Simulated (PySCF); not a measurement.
Fractional electron number in Se (selenium, neutral)

The 4p beta orbital of [Ar] 3d10 4s2 4p4 is emptied in steps (occupation f), with all orbitals relaxed, ending at [Ar] 3d10 4s2 4p3. Computed with PySCF 2.14 in jorge-DZP-DKH (8s6p2d1f, 43 functions), with the spin-free X2C one-electron Hamiltonian (Gaussian nucleus). The exact energy is a straight line in f; departures are measured from the line between the end points of the same method.

Q: Among UHF, LDA, PBE, PBE0, r2SCAN, LC-wPBE, BHandHLYP, wB97X, r2SCAN0, which shows the largest delocalisation error (convex curve), and which is closest to linear?

A: Most convex: LDA (-1.063 eV at f = 0.4); closest to linear: LC-wPBE (-0.071 eV).

```tsv
f	UHF (eV)	LDA (eV)	PBE (eV)	PBE0 (eV)	r2SCAN (eV)	LC-wPBE (eV)	BHandHLYP (eV)	wB97X (eV)	r2SCAN0 (eV)
1	0.000	0.000	0.000	0.000	0.000	0.000	0.000	0.000	0.000
0.8	0.095	-0.711	-0.683	-0.488	-0.635	-0.054	-0.325	-0.149	-0.459
0.6	0.140	-1.066	-1.020	-0.727	-0.937	-0.077	-0.488	-0.231	-0.675
0.4	0.137	-1.063	-1.014	-0.721	-0.915	-0.071	-0.491	-0.243	-0.658
0.2	0.090	-0.707	-0.672	-0.476	-0.589	-0.043	-0.330	-0.172	-0.421
0	0.000	0.000	0.000	0.000	0.000	0.000	0.000	0.000	0.000
```

```
   method  E(f=0) − E(f=1) (eV)  −ε at f=1 (eV)  −ε at f=0.4 (eV)
      UHF                 8.443           9.043             8.318
      LDA                 9.765           5.315            10.663
      PBE                 9.513           5.232            10.388
     PBE0                 9.543           6.476            10.175
   r2SCAN                 9.619           5.601            10.512
  LC-wPBE                 9.635           9.277             9.724
BHandHLYP                 9.548           7.524             9.942
    wB97X                 9.756           8.853             9.891
  r2SCAN0                 9.608           6.700            10.262
```

Reference removal energy between the ground levels: 9.752 eV (measured; NIST Atomic Spectra Database, ionization energies). The calculation has no spin-orbit coupling. UHF lacks correlation.
